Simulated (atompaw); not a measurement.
Before and after: PAW (atompaw) potential for zirconium (Zr)

atompaw 4.2.0.5 input, output lines left out:

```
Zr 40
LDA-PW scalarrelativistic loggrid 1500 logderivrange -6 5 276
5 5 4 0 0 0
5 1 0
4 2 2
0 0 0
c
c
c
v
v
c
c
v
v
c
v
2
2.05 1.85 2.00 1.55
n
n
y
4.6
n
custom polynom vanderbiltortho besselshape
bessel
1.55
2.05
2.05
2.05
2.05
2.00
```

Change: all radii scaled by about 1.10 (s 1.70, p 2.26, d 2.26 bohr); local potential bessel scheme, radius 2.20 bohr; augmentation besselshape compensation charge, radius 2.04 bohr; PAW radius 2.26 bohr; waves and projectors: custom polynom vanderbiltortho; core correction smooth core density matched at 1.70 bohr.

Cutoffs: the cutoffs (Ry, on a coarse ladder) from which the occupation-weighted sum of valence levels, in a spherical-Bessel basis at the reference potential, stays within 10 and 1 mRy of its value at 400 Ry; they do not see the model core or the augmentation charge, which bear on the density cutoff.

What does the change do?

The potential gets softer (25 Ry and 35 Ry → 21 Ry and 30 Ry); neither file shows a bound ghost. A larger radius leaves more room for a smooth pseudo-wave, so fewer plane waves are needed.

| quantity | base | changed |
| --- | --- | --- |
| cutoff, loose | 25 Ry | 21 Ry |
| cutoff, tight | 35 Ry | 30 Ry |
| loose cutoff by channel (10 mRy a level) | s 12 Ry, p 15 Ry, d 18 Ry | s 12 Ry, p 12 Ry, d 15 Ry |
| bound ghosts | none | none |
| lowest overlap eigenvalue by channel | s 0.55, p 0.92, d 0.91 | s 0.67, p 0.91, d 0.91 |

 The cutoffs see the waves, projectors and local potential, not the compensation charge or the core.
